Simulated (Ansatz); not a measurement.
`C=N[SiH2][SbH2]`. Total charge 0; spin multiplicity 1. Correlated methods include outer-core shells of Sb, which these sets cover unevenly. Sb: def2 effective core potential.

```xyz
10

C    -0.3939   -1.0176    1.3530
N    -0.8188   -1.1695    0.1809
Si   -0.4451   -0.1752   -1.2013
Sb    1.1399    1.8360   -0.8389
H    -0.7019   -1.7131    2.1421
H     0.2890   -0.2117    1.6636
H    -1.7357    0.3421   -1.7253
H     0.1625   -1.0650   -2.2246
H     2.2144    0.8737    0.0800
H     0.2897    2.3003    0.5706
```

**Question.** Give the diagnostics of a CCSD(T)/def2-TZVPP run (frozen core, Ansatz 0.2.0). (An estimate is asked.)

**Answer.** Computed: T1 = 0.0145, largest single amplitude 0.027, largest double 0.059, (T) share of the correlation energy 3.7 %, 10 CCSD cycles. The RHF solution is stable towards an unrestricted one. T1 lies under the customary mark of 0.02 for closed shells.
